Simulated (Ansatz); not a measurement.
Consider the cleavage of the Si–Sb bond: `C=N[SiH2][SbH2]` + H₂Te → `C=N[SiH2][TeH]` + stibine.

Program: Ansatz. Geometries: PBE0-D4/def2-TZVP. ΔE: electronic, gas phase. CCSD(T)/CBS is the MP2 limit (def2-TZVPP, def2-QZVPP) plus CCSD(T) − MP2 in def2-TZVPP, frozen cores. Functionals use def2-TZVPP. B3LYP here is the variant with VWN-RPA as its local correlation; programs differ in this. Elements past krypton have def2 core potentials. For Sb, Te outer-core shells are correlated without core-valence functions, which leaves a few kJ/mol of doubt a bond. One conformer a species, not always the lowest.

```tsv
level	ΔE (kJ/mol)	difference from CCSD(T)/CBS
PBE-D4	-30.9	2.2
PBE0-D4	-32.6	0.5
B2PLYP	-34.1	-1.0
PBE	-31.3	1.8
r2SCAN	-33.9	-0.8
PBE0	-33.1	0.0
B3LYP	-33.1	0.0
HF/def2-TZVPP	-38.8	-5.7
SCS-MP2/def2-TZVPP	-35.5	-2.4
CCSD/def2-TZVPP	-33.0	0.1
CCSD(T)/def2-TZVPP	-32.7	0.4
HF/def2-QZVPP	-38.7	-5.6
MP2/def2-QZVPP	-36.0	-2.9
SCS-MP2/def2-QZVPP	-35.8	-2.7
MP2/CBS(def2)	-36.2	-3.1
CCSD/CBS(def2)	-33.4	-0.3
CCSD(T)/CBS	-33.1	0
```

Largest T1 diagnostic among the species: 0.014.
